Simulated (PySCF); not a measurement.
## NMR data sheet: C6H7FOSi

```yaml
Formula: C6H7FOSi
SMILES: C#C[C@@H]1C(=C)[C@@H]1O[SiH2]F
Point_group_of_the_computed_structure: C1
Degrees_of_unsaturation: 4
Carbon_signals: 6
Proton_signals: 7
```

Bonds (- single, = double, # triple, : aromatic): C1#C2, C2-C3, C3-C4, C4=C5, C4-C6, C6-O7, O7-Si8, Si8-F9, C6-C3. C1 carries H10; C3 carries H11; C5 carries H12, H13; C6 carries H14; Si8 carries H15, H16. Stereochemistry as in C#C[C@@H]1C(=C)[C@@H]1O[SiH2]F. H12 is cis to C3; H16 is pro-R; H15 is pro-S; H13 is trans to C3.

All values are calculated (PySCF 2.14): GFN2-xTB geometry, shielding tensors at PBE0/pcSseg-1 (GIAO). Non-relativistic, a single conformation, no solvent model.

δ = σ(ref) − σ, references computed at the same level: ¹H (σref 31.72) and ¹³C (σref 186.93) and ²⁹Si (σref 349.16) against TMS; ¹⁹F (σref 170.95) vs CFCl3; ¹⁷O (σref 336.08) vs H2O.

| carbon | δC, type | δH (multiplicity) | HMBC from (2–3 bonds) | span of the C tensor (ppm) |
| --- | --- | --- | --- | --- |
| C1 | 77.9, CH | 1.36 (d) | H11 | 234 |
| C2 | 86.7, C | – | H14, H11, H10 | 291 |
| C3 | 17.2, CH | 2.24 (m) | H13, H12, H14, H10 | 77 |
| C4 | 140.9, C | – | H13, H12, H14, H11 | 233 |
| C5 | 117.6, CH2 | H12 6.23 (m); H13 6.34 (m) | H14, H11 | 210 |
| C6 | 57.6, CH | 4.41 (m) | H13, H12, H15, H16, H11 | 111 |

Other nuclei:
```
atoms  nucleus                           environment  δ (ppm)  σ (ppm)
  H15       ¹H  hydrogen on a silicon bonded to F, O     5.28    26.44
  H16       ¹H  hydrogen on a silicon bonded to F, O     4.87    26.85
   F9      ¹⁹F                 fluorine bonded to Si   -171.0    342.0
  Si8     ²⁹Si           silicon bonded to F, O, 2 H    -36.4    385.5
   O7      ¹⁷O                oxygen bonded to C, Si     48.2    287.9
```

1. Carbon types of the structure: 2 × C, 3 × CH, 1 × CH2, leaving 2 H on heteroatoms.
2. δC 140.9: fully substituted alkene carbon; the olefinic region.
3. δC 117.6: terminal =CH2 carbon; as expected for a trigonal carbon in a double bond.
4. δC 86.7: alkyne carbon; the triple bond shields along its axis, which puts it between sp3 and sp2 carbons.
5. δC 77.9: terminal alkyne carbon; the triple bond shields along its axis, which puts it between sp3 and sp2 carbons.
6. δH 4.41, 2.24: hydrogen on a three-membered-ring carbon.

Splittings by ¹⁹F in the carbon and heteronuclear signals aren't shown, as no couplings were computed. Shifts are as computed. Against solution values, carbons near 30 ppm lie about +3 ppm off and those near 130 ppm about +5 ppm. Of 1211 compounds with measured shifts, 218 miss one by over three times the rms of a fit or turn the order of signals round; such compounds aren't used in these exercises. Unscaled 19F shifts against computed CFCl3 carry errors that often reach 10 to 50 ppm. Experimental scales use liquid or dissolved standards, which lie at an offset from isolated H2O (liquid H2O: subtract about 36 ppm). Multiplicities follow the n + 1 count of equivalent neighbours, as no J values were calculated; m marks all less simple cases, F and P coupling included.
